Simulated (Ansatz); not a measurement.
The lowest doublet and quartet of CH (SMILES [CH]); geometries from B3LYP-D3(BJ)/def2-TZVP, each state relaxed from the structure named, with no frequency check.
Doublet (charge 0, multiplicity 2):
```xyz
2

C      0.0000     0.0000    -0.1605
H      0.0000     0.0000     0.9630
```
Quartet (charge 0, multiplicity 4):
```xyz
2

C      0.000     0.000    -0.156
H      0.000     0.000     0.938
```

```json
[
 {"level": "U-SVWN5/def2-TZVPP", "gap E(doublet) − E(quartet), adiabatic (kcal/mol)": "-11.51", "cost": "×0.4"},
 {"level": "U-r2SCAN/def2-TZVPP (spin-contaminated)", "gap E(doublet) − E(quartet), adiabatic (kcal/mol)": "-7.45", "cost": "×2"},
 {"level": "U-PBE0/def2-TZVPP (spin-contaminated)", "gap E(doublet) − E(quartet), adiabatic (kcal/mol)": "-12.59", "cost": "×1"},
 {"level": "U-MP2/cc-pVTZ (spin-contaminated)", "gap E(doublet) − E(quartet), adiabatic (kcal/mol)": "-6.51", "cost": "-"},
 {"level": "U-SCS-MP2/cc-pVQZ (spin-contaminated)", "gap E(doublet) − E(quartet), adiabatic (kcal/mol)": "-16.01", "cost": "-"},
 {"level": "U-CCSD/cc-pVTZ (spin-contaminated)", "gap E(doublet) − E(quartet), adiabatic (kcal/mol)": "-14.82", "cost": "-"},
 {"level": "U-CCSD/cc-pVQZ (spin-contaminated)", "gap E(doublet) − E(quartet), adiabatic (kcal/mol)": "-15.62", "cost": "-"},
 {"level": "U-CCSDT/cc-pVQZ (spin-contaminated)", "gap E(doublet) − E(quartet), adiabatic (kcal/mol)": "-16.70", "cost": "-"},
 {"level": "U-CCSDT(Q)/cc-pVDZ (spin-contaminated)", "gap E(doublet) − E(quartet), adiabatic (kcal/mol)": "-13.18", "cost": "×3"},
 {"level": "SA-CASSCF(5,5)/cc-pVTZ", "gap E(doublet) − E(quartet), adiabatic (kcal/mol)": "-6.86", "cost": "-"},
 {"level": "SC-NEVPT2 on SA-CASSCF(5,5)/cc-pVTZ", "gap E(doublet) − E(quartet), adiabatic (kcal/mol)": "-15.47", "cost": "-"},
 {"level": "FIC-MRCISD+Q on SA-CASSCF(5,5)/cc-pVDZ", "gap E(doublet) − E(quartet), adiabatic (kcal/mol)": "-13.86", "cost": "-"},
 {"level": "FIC-MRCISD+Q on SA-CASSCF(5,5)/cc-pVQZ", "gap E(doublet) − E(quartet), adiabatic (kcal/mol)": "-17.89", "cost": "-"},
 {"level": "FCI/cc-pVDZ", "gap E(doublet) − E(quartet), adiabatic (kcal/mol)": "-13.21", "cost": "×1"}
]
```

The rows run from -17.89 (FIC-MRCISD+Q on SA-CASSCF(5,5)/cc-pVQZ) to -6.51 kcal/mol (U-MP2/cc-pVTZ (spin-contaminated)).

A positive gap puts the quartet lower; no zero-point energy. U- takes an unrestricted doublet. The quartet is unrestricted in single-reference levels. Active spaces average the two states.

Frozen-core correlation.

Doubts at one or more of the structures used: T1 above 0.05 (U-CCSD/cc-pVTZ (spin-contaminated), U-CCSD/cc-pVQZ (spin-contaminated), U-CCSDT/cc-pVQZ (spin-contaminated), U-CCSDT(Q)/cc-pVDZ (spin-contaminated)).

The values were computed with Ansatz (Gaussian basis) for Hartree–Fock, density functionals and correlated methods. 

Costs are rough ratios of core time to U-PBE/def2-TZVPP (spin-contaminated) (about 1.9 s over the structures, on one shared machine); a dash marks a level with no comparable run of its own. 

Measured: X 2Π below a 4Σ- by 5985 cm-1 = 17.1 kcal/mol (with zero-point energy) [Huber and Herzberg (1979), NIST Chemistry WebBook].

Ansatz is a quantum-chemistry and plane-wave program.
